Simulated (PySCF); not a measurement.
# Polarisability and C₆ of Mn²⁺ (manganese, charge +2)

[Ar] 3d5, high-spin 6S determinant. Calculation: PySCF 2.14, in x2c-QZVPPall with one added diffuse shell each of s, p, d, f, g type (12s8p6d5f3g, 128 functions); scalar relativity by spin-free X2C-1e. Coupled (time-dependent) response in atomic units; α is the mean over directions.

```tsv
method	mean α (bohr³)	C₆ (like pair)	S(−4)
PBE0	3.857	11.32	8.455
```

S(−4) is the Cauchy moment in α(ω) = α(0) + S(−4) ω² + …

α(iu) at PBE0:

```json
{"u (hartree)": "0", "α(iu) (bohr³)": "3.857"}
{"u (hartree)": "0.0500", "α(iu) (bohr³)": "3.836"}
{"u (hartree)": "0.100", "α(iu) (bohr³)": "3.776"}
{"u (hartree)": "0.200", "α(iu) (bohr³)": "3.566"}
{"u (hartree)": "0.300", "α(iu) (bohr³)": "3.296"}
{"u (hartree)": "0.500", "α(iu) (bohr³)": "2.767"}
{"u (hartree)": "0.750", "α(iu) (bohr³)": "2.256"}
{"u (hartree)": "1.00", "α(iu) (bohr³)": "1.883"}
{"u (hartree)": "1.50", "α(iu) (bohr³)": "1.375"}
{"u (hartree)": "2.00", "α(iu) (bohr³)": "1.044"}
{"u (hartree)": "3.00", "α(iu) (bohr³)": "0.6541"}
{"u (hartree)": "5.00", "α(iu) (bohr³)": "0.3221"}
```

A single London oscillator, α(iu) = α/(1 + u²/ω²), gives C₆ = (3/4) ω α². Matching the computed C₆ needs ω = 4 × 11.32 / (3 × 3.857²) = 1.01 hartree.

For an ion, C₆ is the dispersion term alone; charge-induced terms of lower order in 1/R come first.
